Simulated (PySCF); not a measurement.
# Basis-set dependence of GeTe⁺ at PBE0

PySCF, UKS reference; doublet, unpaired electrons π ↑; De to Ge⁺ + Te without counterpoise correction.

| basis | relativity | functions | Re (Å) | ωe (cm⁻¹) | De (eV) | μ (D) |
| --- | --- | --- | --- | --- | --- | --- |
| cc-pVDZ-PP | scalar-relativistic core potentials | 46 | 2.499 | 269 | 3.28 | -3.01 |
| def2-SVP | scalar-relativistic core potentials | 58 | 2.494 | 272 | 3.34 | -2.73 |
| def2-TZVPPD | scalar-relativistic core potentials | 113 | 2.486 | 271 | 3.40 | -2.64 |

Problem. How does each smaller set differ from the one with most functions, def2-TZVPPD?

Solution. cc-pVDZ-PP: +1.3 pm, -0.7 % in ωe, -0.12 eV in De; def2-SVP: +0.8 pm, +0.4 % in ωe, -0.06 eV in De. All at PBE0; the set with most functions is neither the basis-set limit nor always the best.

A positive dipole points towards Te; it is taken about the centre of mass and depends on that origin. Spin–orbit coupling is left out, which matters for elements this heavy, above all for dissociation energies. For an ion De counts to the pair picked by the measured ionisation energies or electron affinities, which need not be the lowest pair at this level. The state is the lowest determinant that a PBE0 search found; another state may lie lower at other levels.
